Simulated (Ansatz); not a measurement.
The first iterations of a band of BCl2H2N + FH (8 atoms, charge 0, multiplicity 1).

Theory: RKS PBE/def2-SVP (Ansatz).

```
movable images  : 6
climbing image  : no
spring          : 5.0 eV/Å²
optimiser       : quadratic models (default)
start path      : through a guess of the saddle point
force threshold : 0.05 eV/Å
iteration limit : 60
end points      : relaxed
```

Image 0:

```xyz
8
Properties=species:S:1:pos:R:3
B 0.016 -0.269 0.192
N -0.015 -0.116 1.606
H -0.827 -0.428 2.143
H 0.855 -0.090 2.143
Cl 1.544 -0.077 -0.668
Cl -1.467 -0.681 -0.668
F -0.538 2.491 0.872
H -0.372 1.666 1.312
```

Image 7:

```xyz
8
Properties=species:S:1:pos:R:3
B -0.056 0.524 0.091
N -0.141 0.209 1.712
H -0.243 -0.805 1.868
H 0.720 0.527 2.185
Cl 1.471 -0.360 -0.459
Cl -1.628 -0.173 -0.585
F 0.030 1.888 -0.006
H -0.956 0.686 2.128
```

| iteration | highest image above the first end (eV) | largest band force component (eV/Å) |
| --- | --- | --- |
| 1 | 2.317 | 7.219 |
| 2 | 1.058 | 2.791 |
| 3 | 0.437 | 2.074 |

Problem. Does the band converge within its limit, and where does its top end?

Solution. The run converged. It ended after 11 iterations with the highest image 0.331 eV above the first end. No image climbed, so the highest image needn't sit at the top of the path. The orbitals stay closed-shell, which can raise the energy where a bond breaks towards radicals; this wasn't checked here.

Run time: 100 s on 2 threads of Arm Neoverse V1, with other jobs on the host, peak memory 0.13 GiB.
